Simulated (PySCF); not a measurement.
SMILES CN(C)C1=CC=CB1, C6H10BN

Geometry (Å), atoms numbered from 1 in this order:
```xyz
18

C    -1.810   -1.322   -0.515
N    -1.138   -0.066   -0.291
C    -1.959    1.110   -0.153
C     0.205   -0.030   -0.320
C     1.053   -1.091   -0.543
C     2.420   -0.612   -0.460
C     2.575    0.734   -0.186
B     1.174    1.281   -0.060
H    -1.416   -2.093    0.167
H    -2.888   -1.210   -0.337
H    -1.656   -1.679   -1.549
H    -1.324    1.982    0.035
H    -2.547    1.298   -1.070
H    -2.667    1.000    0.686
H     0.789   -2.126   -0.758
H     3.260   -1.303   -0.612
H     3.550    1.212   -0.101
H     0.789    2.402    0.181
```

Method used: PySCF 2.14.0, quadratic response CAM-B3LYP/aug-cc-pVDZ first hyperpolarisability, Taylor convention, gas phase. Geometry: PBE0-D3(BJ)/def2-SVP.

Task: Give the tensor of the static β(0;0,0) in the axes of these coordinates.

Result: In au, Taylor convention; rows are the first index (the induced dipole):
|  | xx | yy | zz | xy | xz | yz |
| --- | --- | --- | --- | --- | --- | --- |
| x | -926.9 | -116.3 | -53.0 | -394.3 | -56.4 | -5.6 |
| y | -394.3 | -36.2 | +25.7 | -116.3 | -5.6 | -13.4 |
| z | -56.4 | -13.4 | +45.4 | -5.6 | -53.0 | +25.7 |

Norm of βᵢ = ⅓ Σⱼ (βᵢⱼⱼ + βⱼᵢⱼ + βⱼⱼᵢ): 1168.8 au, hyper-Rayleigh value 486.3 au.
